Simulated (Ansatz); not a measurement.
Start from `[CH3][Ga]([CH3])[SeH]` and change one element to get `[CH3][Ga]([CH3])[OH]`.

Ansatz, PBE0-D4/def2-TZVP geometries, multiplicity 1. Each molecule was computed in one conformer, which needn't be the lowest.

Scalar relativity is left out up to krypton.

```tsv
property	`[CH3][Ga]([CH3])[SeH]`
LUMO energy (B3LYP/def2-TZVPP) / eV	-0.96
HOMO–LUMO gap (B3LYP/def2-TZVPP) / eV	5.76
HOMO–LUMO gap (ωB97M-V/def2-TZVPP) / eV	10.06
size of the dipole moment (B3LYP/def2-TZVPP) / D	1.86
HOMO energy (PBE0/def2-TZVPP) / eV	-6.96
HOMO energy (ωB97M-V/def2-TZVPP) / eV	-9.10
```

Problem. Give the same properties after the change, and the shifts. (Best estimate.)

Solution. The calculation gave: 
| property | `[CH3][Ga]([CH3])[OH]` | shift |
| --- | --- | --- |
| LUMO energy (B3LYP/def2-TZVPP) / eV | -0.50 | 0.46 |
| HOMO–LUMO gap (B3LYP/def2-TZVPP) / eV | 7.00 | 1.24 |
| HOMO–LUMO gap (ωB97M-V/def2-TZVPP) / eV | 11.39 | 1.33 |
| size of the dipole moment (B3LYP/def2-TZVPP) / D | 1.82 | -0.04 |
| HOMO energy (PBE0/def2-TZVPP) / eV | -7.72 | -0.76 |
| HOMO energy (ωB97M-V/def2-TZVPP) / eV | -9.94 | -0.84 |

With PBE0 the HOMO falls by 0.76 eV and the LUMO rises by 0.51 eV, so the gap widens by about 1.27 eV. PBE moves the HOMO by -0.58 eV and ωB97M-V by -0.84 eV. Dipoles are sizes alone; their direction can turn.

B3LYP here is the variant with VWN-RPA as its local correlation; programs differ in this.

Spin–orbit coupling is left out; it splits and shifts lone-pair levels of the heavy atoms by tenths of an eV.
